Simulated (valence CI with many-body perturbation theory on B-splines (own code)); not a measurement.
Energy levels of S+

Computed by valence CI with perturbative core correlation (CI+MBPT): five valence electrons over a frozen Dirac-Fock core [Ne], a basis of 9 s, 9 p, 8 d, 6 f, 3 g, 1 h functions for each j, with the one-electron correlation potential Σ1 (screened to all orders), the two-electron term Σ2, the three-electron term Σ3, Breit, model QED; selected single and double excitations, second order for the rest, scaled by the run's own slope (own B-spline code, finite nucleus).

Against 50 measured levels this calculation errs by 81 cm⁻¹ on average and by 269 at most. Among the levels kept, up to 1700 cm⁻¹ of a level comes from second order outside the variational space, and about a tenth of that is noise between levels of different J, which matters for small intervals.

Levels 1 to 45 of 51, with energies above the lowest level, 3s²3p³ ⁴S°_3/2. "Leading %" is the weight of the configuration and term that name the level; weights of strongly mixed levels are sums over their largest components and can fall short. In the jj column 3d3/2^4 stands for four electrons in 3d with j = 3/2.

```
No.  Configuration  Term    J  E (cm⁻¹)  Leading %  Second component                     Leading jj
  1         3s²3p³   ⁴S°  3/2       0.0         94                        3s^2 3p1/2 3p3/2^2 (52 %)
  2         3s²3p³   ²D°  3/2     14993         93                        3s^2 3p1/2 3p3/2^2 (42 %)
  3         3s²3p³   ²D°  5/2     15020         93                        3s^2 3p1/2 3p3/2^2 (93 %)
  4         3s²3p³   ²P°  1/2     24725         92                        3s^2 3p1/2 3p3/2^2 (92 %)
  5         3s²3p³   ²P°  3/2     24773         92                              3s^2 3p3/2^3 (51 %)
  6          3s3p⁴    ⁴P  5/2     79299         80  13 % 3s²3p²3d ⁴P      3s 3p1/2^2 3p3/2^2 (54 %)
  7          3s3p⁴    ⁴P  3/2     79656         80  14 % 3s²3p²3d ⁴P        3s 3p1/2 3p3/2^3 (70 %)
  8          3s3p⁴    ⁴P  1/2     79856         79  14 % 3s²3p²3d ⁴P              3s 3p3/2^4 (34 %)
  9          3s3p⁴    ²D  3/2     97896         61  29 % 3s²3p²3d ²D        3s 3p1/2 3p3/2^3 (40 %)
 10          3s3p⁴    ²D  5/2     97926         61  29 % 3s²3p²3d ²D        3s 3p1/2 3p3/2^3 (42 %)
 11       3s²3p²3d    ²P  3/2    105611         73     17 % 3s3p⁴ ²P  3s^2 3p1/2 3p3/2 3d5/2 (30 %)
 12       3s²3p²3d    ²P  1/2    106043         73     17 % 3s3p⁴ ²P      3s^2 3p3/2^2 3d5/2 (46 %)
 13       3s²3p²4s    ⁴P  1/2    109525         91                           3s^2 3p1/2^2 4s (44 %)
 14       3s²3p²4s    ⁴P  3/2    109806         91                       3s^2 3p1/2 3p3/2 4s (84 %)
 15       3s²3p²3d    ⁴F  3/2    110230         91                    3s^2 3p1/2 3p3/2 3d3/2 (38 %)
 16       3s²3p²4s    ⁴P  5/2    110244         91                           3s^2 3p3/2^2 4s (58 %)
 17       3s²3p²3d    ⁴F  5/2    110374         91                    3s^2 3p1/2 3p3/2 3d3/2 (53 %)
 18       3s²3p²3d    ⁴F  7/2    110543         91                    3s^2 3p1/2 3p3/2 3d5/2 (52 %)
 19       3s²3p²3d    ⁴F  9/2    110795         91                        3s^2 3p3/2^2 3d5/2 (59 %)
 20       3s²3p²4s    ²P  1/2    112921         90                       3s^2 3p1/2 3p3/2 4s (64 %)
 21       3s²3p²4s    ²P  3/2    113448         90                           3s^2 3p3/2^2 4s (49 %)
 22       3s²3p²3d    ⁴D  1/2    114185         91                    3s^2 3p1/2 3p3/2 3d3/2 (72 %)
 23       3s²3p²3d    ⁴D  3/2    114240         91                        3s^2 3p3/2^2 3d3/2 (30 %)
 24       3s²3p²3d    ⁴D  5/2    114282         87   5 % 3s²3p²3d ²F  3s^2 3p1/2 3p3/2 3d3/2 (26 %)
 25       3s²3p²3d    ⁴D  7/2    114308         84   8 % 3s²3p²3d ²F  3s^2 3p1/2 3p3/2 3d5/2 (59 %)
 26       3s²3p²3d    ²F  5/2    114920         86   5 % 3s²3p²3d ⁴D  3s^2 3p1/2 3p3/2 3d5/2 (41 %)
 27       3s²3p²3d    ²F  7/2    115370         84   8 % 3s²3p²3d ⁴D      3s^2 3p3/2^2 3d5/2 (67 %)
 28          3s3p⁴    ²S  1/2    120008         55  37 % 3s²3p²3d ²S      3s 3p1/2^2 3p3/2^2 (36 %)
 29       3s²3p²4s    ²D  5/2    121613         90                       3s^2 3p1/2 3p3/2 4s (57 %)
 30       3s²3p²4s    ²D  3/2    121613         90                       3s^2 3p1/2 3p3/2 4s (56 %)
 31       3s²3p²4p   ²S°  1/2    125427         90                        3s^2 3p3/2^2 4p3/2 (28 %)
 32       3s²3p²3d    ²G  9/2    127390         92                    3s^2 3p1/2 3p3/2 3d5/2 (60 %)
 33       3s²3p²3d    ²G  7/2    127396         92                    3s^2 3p1/2 3p3/2 3d3/2 (54 %)
 34       3s²3p²4p   ⁴D°  1/2    127787         91                        3s^2 3p1/2^2 4p1/2 (38 %)
 35       3s²3p²4p   ⁴D°  3/2    127947         90                    3s^2 3p1/2 3p3/2 4p1/2 (53 %)
 36       3s²3p²4p   ⁴D°  5/2    128205         90                    3s^2 3p1/2 3p3/2 4p3/2 (62 %)
 37       3s²3p²4p   ⁴D°  7/2    128564         91                        3s^2 3p3/2^2 4p3/2 (58 %)
 38       3s²3p²4p   ⁴P°  1/2    129742         91                    3s^2 3p1/2 3p3/2 4p1/2 (45 %)
 39       3s²3p²4p   ⁴P°  3/2    129819         85  5 % 3s²3p²4p ⁴S°  3s^2 3p1/2 3p3/2 4p3/2 (27 %)
 40       3s²3p²4p   ⁴P°  5/2    130099         86                    3s^2 3p1/2 3p3/2 4p3/2 (39 %)
 41       3s²3p²4p   ²D°  3/2    130625         89                    3s^2 3p1/2 3p3/2 4p3/2 (57 %)
 42       3s²3p²3d    ⁴P  5/2    130718         76     11 % 3s3p⁴ ⁴P  3s^2 3p1/2 3p3/2 3d5/2 (39 %)
 43       3s²3p²3d    ⁴P  3/2    130931         76     11 % 3s3p⁴ ⁴P  3s^2 3p1/2 3p3/2 3d3/2 (24 %)
 44       3s²3p²4p   ⁴S°  3/2    130947         85  5 % 3s²3p²4p ⁴P°      3s^2 3p3/2^2 4p1/2 (26 %)
 45       3s²3p²3d    ⁴P  1/2    131042         76     11 % 3s3p⁴ ⁴P      3s^2 3p3/2^2 3d3/2 (40 %)
```

Names give the largest LS component (configuration and term), which can be under half, so a name can repeat, a term be missing and a line seem to break the LS rules; names also repeat where a configuration has a term twice.

The ionisation energy to 3s²3p² ³P0 of the next ion comes out as 23.326 eV (NIST: 23.3379 eV (measured)). All 51 levels together are meant to be complete up to 136837 cm⁻¹.
